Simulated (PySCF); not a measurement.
An unknown is described by computed data only.

Formula: C7H6F3N.

| Item | Value |
| --- | --- |
| Rotational structure | rotational constants A, B, C: 2.650, 0.677, 0.619 GHz [GFN2-xTB] |
| 13C NMR | chemical shifts (computed TMS as zero) by class: 157.6 (1 C), 155.7 (1 C), 144.4 (1 C), 134.6 (1 C), 131.6 (1 C), 128.3 (1 C), 42.8 (1 C) ppm [GIAO PBE0/pcSseg-1] |
| NMR, other nuclei | isotropic shieldings of nuclei other than C and H, by class: -95 (1 N), 254 (3 F) ppm [GIAO PBE0/pcSseg-1] |
| Dipole | 2.62 D [PBE0/pcSseg-1] |
| 1H NMR | chemical shifts (computed TMS as zero) by class: 9.02 (1 H), 8.98 (1 H), 7.96 (1 H), 7.50 (1 H), 3.30 (2 H) ppm [GIAO PBE0/pcSseg-1] |

Gas-phase values; electronic properties from PySCF, density fitting. Levels stand in brackets. The structure is a single GFN2-xTB conformer in the gas phase; no vibrational or solvent corrections. Each NMR value is the plain mean over a class of atoms that symmetry, rotation or inversion makes alike.

Question: Give a SMILES that accounts for the data.

Answer: Numbering: `[F:1][C:2]([F:3])([F:4])[CH2:5][c:6]1[cH:7][cH:8][cH:9][n:10][cH:11]1`. Its formula, C7H6F3N, gives 4 degrees of unsaturation: 1 ring and 3 π bonds in the structure found (Kekulé form). 7 carbons fall into 7 classes; from least to most shielded: aromatic CH next to a ring nitrogen [C11] (157.6 ppm), aromatic CH next to a ring nitrogen [C9] (155.7 ppm), aromatic CH carbon [C7] (144.4 ppm), CF3 carbon [C2] (134.6 ppm), substituted aromatic carbon [C6] (131.6 ppm), aromatic CH carbon [C8] (128.3 ppm), benzylic-type carbon [C5] (42.8 ppm). Hydrogen classes from least to most shielded: 1 H on an aromatic CH next to a ring nitrogen, C9 (9.02 ppm), 1 H on an aromatic CH next to a ring nitrogen, C11 (8.98 ppm), 1 H on an aromatic CH carbon, C7 (7.96 ppm), 1 H on an aromatic CH carbon, C8 (7.50 ppm), 2 H on a benzylic-type carbon, C5 (3.30 ppm). The other shieldings belong to: -95 ppm, pyridine-type nitrogen [N10]; 254 ppm, fluorine of a CF3 group [F1/F3/F4]. The optimised geometry has point group C1 and is an asymmetric top. Structure: `FC(F)(F)Cc1cccnc1`. Computed isomers that give other values at the same levels: `N#CC/C=C\C=C/C(F)(F)F` (13C chemical shifts (computed TMS as zero) by class: 139.7 (1 C), 135.8 (1 C), 135.5 (1 C), 132.3 (1 C), 131.1 (1 C), 119.6 (1 C), 17.0 (1 C) ppm). The assignments are read from this structure; whether some other isomer fits the data as well wasn't checked.

Shape of the structure used: `[F:1][C:2]([F:3])([F:4])[CH2:5][c:6]1[cH:7][cH:8][cH:9][n:10][cH:11]1`: F1–C2–C5–C6 -61°, C2–C5–C6–C7 84°.
